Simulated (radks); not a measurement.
Neutral neon, [Ne]. Method: non-relativistic Kohn-Sham, r2SCAN, spin-polarised, spherical densities, point nucleus; meta-GGA in the generalised Kohn-Sham scheme; computed with a radial shooting solver on a logarithmic mesh with Libxc functionals. Every spin shell is full or empty, so the densities are truly spherical. Functionals are evaluated on that one density, not self-consistently. Rank these orbital-free kinetic functionals by their error against the exact value of the orbitals, and give that value: Thomas-Fermi, TF + vW/5, APBEK, revAPBEK, Pearson, PG1, DePristo-Kress, Ernzerhof.

Answer. Exact: 128.640 hartree. From best to worst, with 100 (|E| - |E exact|)/|E exact| (equal figures are ties): APBEK +0.04, Ernzerhof +0.23, DePristo-Kress -0.35, revAPBEK +0.51, Pearson -2.48, TF + vW/5 +5.58, Thomas-Fermi -8.48, PG1 +30.17.
